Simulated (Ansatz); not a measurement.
Geometry optimisation, RKS PBE0/def2-SVP in Ansatz 0.2.0.

The input (input.yaml):

```yaml
crystal:
  periodic: [false, false, false]
  atoms:
    - { symbol: Zn, position_ang: [0.0, 0.0, 0.0] }
    - { symbol: O, position_ang: [0.0, 0.0, 1.79] }
    - { symbol: H, position_ang: [-0.9095, -0.2814, 2.1271] }
    - { symbol: Cl, position_ang: [0.0, 0.0, -2.24] }
basis:
  gaussian: { orbitals: def2-SVP }
hamiltonian:
  xc: pbe0
relax:
  f_tol: 0.02
  max_steps: 40
```

Run as:

```bash
$ ansatz run input.yaml --threads 1 --pin off --max-ram 2048MiB --backend cpu --events-out ev --progress --plain --runs-dir out
```

Where does it end, and by what steps?

It converged. After 5 steps the energy has fallen by 0.191 eV; Cl4 moved furthest, 0.10 Å.

| step | energy less start (eV) | largest force component (eV/Å) | accepted |
| --- | --- | --- | --- |
| 0 | 0.0000 | 1.863 | yes |
| 1 | -0.1696 | 0.604 | yes |
| 2 | -0.1865 | 0.241 | yes |
| 3 | -0.1880 | 0.120 | yes |
| 4 | -0.1900 | 0.185 | yes |
| 5 | -0.1908 | 0.006 | yes |

```xyz
4
Properties=species:S:1:pos:R:3
Zn -0.063 -0.020 -0.046
O -0.029 -0.009 1.721
H -0.854 -0.264 2.146
Cl 0.037 0.011 -2.143
```

Whether the end is a true minimum wasn't checked by a vibrational analysis.

Time of the run: 16 s on 1 thread of Arm Neoverse V1 (shared host), peak memory 0.12 GiB.
